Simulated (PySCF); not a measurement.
# Frontier orbitals and the lowest excitations

Compound: C7H15As.
Numbering: `[CH2:1]=[CH:2][CH2:3][As:4]([CH3:5])[CH:6]([CH3:7])[CH3:8]` (hydrogens: H9, H10 on C1; H11 on C2; H12, H13 on C3; H14, H15, H16 on C5; H17 on C6; H18, H19, H20 on C7; H21, H22, H23 on C8)

Geometry (PBE0-D3(BJ)/def2-SVP, Å), atoms numbered from 1 in this order:
```
atom  x, y, z in Å
C1     2.9111    0.6991    0.5631
C2     1.9102    1.0472   -0.2530
C3     1.4522    0.2818   -1.4384
As4   -0.1763   -0.8435   -1.1467
C5     0.5239   -1.9041    0.3474
C6    -1.2656    0.4371   -0.0810
C7    -1.6467    1.6384   -0.9348
C8    -2.4944   -0.2752    0.4685
H9     3.5088   -0.1993    0.3778
H10    3.1735    1.3031    1.4355
H11    1.3496    1.9616   -0.0224
H12    1.2070    0.9468   -2.2810
H13    2.2222   -0.4226   -1.7905
H14    0.9401   -1.2629    1.1389
H15   -0.2812   -2.5284    0.7602
H16    1.3137   -2.5721   -0.0267
H17   -0.6362    0.7692    0.7616
H18   -0.7661    2.1911   -1.2974
H19   -2.2654    2.3473   -0.3595
H20   -2.2327    1.3318   -1.8170
H21   -3.1226   -0.6755   -0.3444
H22   -2.2279   -1.1136    1.1297
H23   -3.1178    0.4202    1.0551
```

Method: PySCF 2.14.0, density-fitted response routines, TDDFT CAM-B3LYP/def2-SVPD, vertical, gas phase, core orbitals frozen in the response. The CAM-B3LYP/def2-SVPD calculation is non-relativistic and has no spin–orbit coupling, an omission that weighs most on arsenic.

Kohn–Sham orbitals with the atoms that hold most of them (Löwdin shares over 4%, at most four atoms; ? is withheld):

```json
{"orbital": "LUMO+2", "ε (eV)": "1.48", "atoms": "C5 20%, As4 16%, H16 10%, H15 8%"}
{"orbital": "LUMO+1", "ε (eV)": "1.41", "atoms": "C7 14%, C8 8%, C2 8%, H11 7%"}
{"orbital": "LUMO", "ε (eV)": "?", "atoms": "?"}
{"orbital": "HOMO", "ε (eV)": "-7.63", "atoms": "?"}
{"orbital": "HOMO-1", "ε (eV)": "-8.51", "atoms": "C1 24%, C2 20%, As4 14%, C3 12%"}
{"orbital": "HOMO-2", "ε (eV)": "-9.56", "atoms": "As4 22%, C5 20%, C6 17%, C7 8%"}
{"orbital": "HOMO-3", "ε (eV)": "-10.58", "atoms": "C3 20%, C5 14%, C2 13%, As4 13%"}
```

(1) Give the leading atoms of the LUMO.

(2) Which atoms hold the HOMO, and with what shares?

(3) What is the LUMO energy, and the HOMO–LUMO gap?

Answers

(1) C1 (bonded to C and 2 H) 26%; C2 (bonded to 2 C and H) 23%; As4 (bonded to 3 C) 14%; C3 (bonded to As, C and 2 H) 7%. By element: carbon 56% or more, arsenic 14%.

(2) As4 (bonded to 3 C) 53%; C6 (bonded to As, 2 C and H) 9%; C3 (bonded to As, C and 2 H) 8%; C5 (bonded to As and 3 H) 7%. By element: arsenic 53%, carbon 25% or more.

(3) ε(LUMO) = 1.03 eV; the gap is 8.66 eV (0.3183 hartree).

Task: How does S1 compare with the orbital gap of 8.66 eV?

Result: S1 is at 5.88 eV (f = 0.243), 2.78 eV below the gap, made of HOMO→LUMO (92%). 

Task: Give energy, strength and leading configuration of S1, S4 and S5, and follow the Löwdin shares of the leading atoms from the occupied to the empty orbital.

Result: 
- S1 (5.88 eV, f 0.243), HOMO→LUMO (92%): As4 53% → 14%, C6 9% → at most 8%, C1 at most 8% → 26%, C2 at most 8% → 23%
- S4 (6.65 eV, f 0.044), HOMO→LUMO+1 (72%): As4 53% → at most 8%, C6 9% → at most 8%, C7 at most 8% → 14%, C8 at most 8% → 8%
- S5 (6.77 eV, f 0.209), HOMO-1→LUMO (89%): C1 24% → 26%, C2 20% → 23%

Time: 5.1 min of wall time. Hardware: one thread, Arm Neoverse V2, no GPU, on a shared host.

One conformer stands for the species.
